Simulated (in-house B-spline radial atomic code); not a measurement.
Ca⁸⁺. Computed with a B-spline radial atomic code. Model: all-electron spherical atom, spin shells full or empty, radial basis limit, no spin-orbit coupling, Breit or QED, empty-state partial waves extrapolated as (l+1/2)^-4, RPA, G0W0 and static COHSEX of the highest shell as one setting changes (uncorrelated shells keep exact exchange).

Empty levels are discrete states of a finite basis, so the steps are uneven.

Given: element Ca; charge 8; filled core Ne; hamiltonian one-electron scalar X2C; mean-field start r2SCAN; highest l of empty states 9; nuclear rms radius 3.4776 fm; lowest nl shells left uncorrelated 0; highest mean-field shell 3s; box radius 7.7 bohr.

Shell: 3s 1 1 (electrons up and down).

| highest empty level kept (hartree) | RPA correlation energy (hartree) | G0W0 level (eV) | G0W0 minus most complete (meV) | COHSEX level (eV) | linearised minus solved G0W0 (meV) |
| --- | --- | --- | --- | --- | --- |
| 27 | -0.39612 | -189.11 | 198.1 | -192.09 | 63.1 |
| 54 | -0.49008 | -189.17 | 135.7 | -192.27 | 63.7 |
| 94.5 | -0.575 | -189.21 | 92.6 | -192.41 | 64.2 |
| 162 | -0.64974 | -189.25 | 51.9 | -192.55 | 64.6 |
| 270 | ? | ? | ? | ? | ? |
| 486 | -0.73804 | -189.29 | 16.4 | -192.65 | 65 |
| 810 | -0.76173 | -189.3 | 9.3 | -192.67 | 65.1 |
| 1620 | -0.77695 | -189.3 | 4.4 | -192.68 | 65.2 |
| 3240 | ? | ? | ? | ? | ? |
| 6750 | -0.79023 | -189.31 | 0.5 | -192.69 | 65.2 |
| 16200 | -0.79144 | -189.31 | 0.1 | -192.69 | 65.2 |
| 54000 | -0.79164 | -189.31 | 0 | -192.69 | 65.2 |

(1) What follows for highest empty level kept = 3240?

(2) What follows for highest empty level kept = 270?

Answers

(1) RPA correlation energy -0.78676 hartree; G0W0 level -189.3 eV; G0W0 minus most complete 1.5 meV; COHSEX level -192.69 eV; linearised minus solved G0W0 65.2 meV.

(2) RPA correlation energy -0.684 hartree; G0W0 level -189.27 eV; G0W0 minus most complete 35.1 meV; COHSEX level -192.59 eV; linearised minus solved G0W0 64.8 meV.
